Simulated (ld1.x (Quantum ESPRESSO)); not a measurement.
## osmium: one change to a TM potential, before and after

```json
{"Element": "Os", "Generator": "ld1.x (Quantum ESPRESSO) 7.5", "Type": "norm-conserving Troullier–Martins (Kleinman–Bylander form)", "Functional": "PBE", "Relativity": "scalar-relativistic", "Frozen core": "[Xe] 4f14", "Valence charge": "8", "Reference configuration": "5d6 6s2 6p0", "Partial waves": "6p (bound, empty): rc 3.10 bohr; 5d (bound): rc 1.30 bohr; 6s (bound): rc 1.85 bohr", "Local potential": "the s channel", "Core correction": "none"}
```

All-electron outer shells of the reference configuration (PBE, scalar-relativistic, ld1.x):

```
shell  level (eV)  outermost node (bohr)  outermost maximum (bohr)
   4f      -51.98                      –                      0.40
   5p      -50.84                   0.55                      1.03
   5d       -6.25                   0.60                      1.36
   6s       -6.15                   1.20                      2.48
   6p       -1.27                   1.44                      3.56
```

Change: functional PBEsol.

Cutoffs: the cutoffs (Ry, on a coarse ladder) from which the occupation-weighted sum of valence levels, in a spherical-Bessel basis at the reference potential, stays within 10 and 1 mRy of its value at 400 Ry; they do not see the model core or the augmentation charge, which bear on the density cutoff. Errors are all-electron minus pseudo energies relative to the spin-unpolarised reference configuration.

Task: How do hardness, ghosts and transferability respond?

Result: The potential gets neither clearly harder nor softer (35 Ry and 70 Ry → 35 Ry and 70 Ry); of the 7 tests that both files solve, the error grows in 4 and shrinks in 2 by more than 15 % and 0.3 meV (median size 23.4 → 20.0 meV); neither file shows a bound ghost.

| quantity | base | changed |
| --- | --- | --- |
| cutoff, loose | 35 Ry | 35 Ry |
| cutoff, tight | 70 Ry | 70 Ry |
| bound ghosts | none | none |
| error for 5d6 6s1 6p0, meV [ΔE 9.58 → 9.62 eV] | +8.2 | +1.5 |
| error for 5d6 6s0 6p0, meV [ΔE 26.49 → 26.56 eV] | +58 | +20 |
| error for 5d5 6s0 6p0, meV [ΔE 55.34 → 55.44 eV] | +24 | -54 |
| error for 5d4 6s0 6p0, meV [ΔE 96.82 → 96.95 eV] | -170 | -286 |
| error for 5d7 6s0 6p0, meV [ΔE 9.04 → 9.08 eV] | -9.6 | -15 |
| error for 5d5 6s2 6p0, meV [ΔE 11.08 → 11.12 eV] | +23 | +29 |
| error for 5d6 6s1 6p1, meV [ΔE 5.06 → 5.12 eV] | +3.9 | +4.0 |
| s: phases at 3.36 bohr within 0.05 rad from the reference energy up to (Ry; the scan ends near 5) | 0.8 | 0.8 |
| p: phases at 3.36 bohr within 0.05 rad from the reference energy up to (Ry; the scan ends near 5) | 2.5 | 2.5 |
| d: phases at 3.36 bohr within 0.05 rad from the reference energy up to (Ry; the scan ends near 5) | 0.9 | 0.9 |
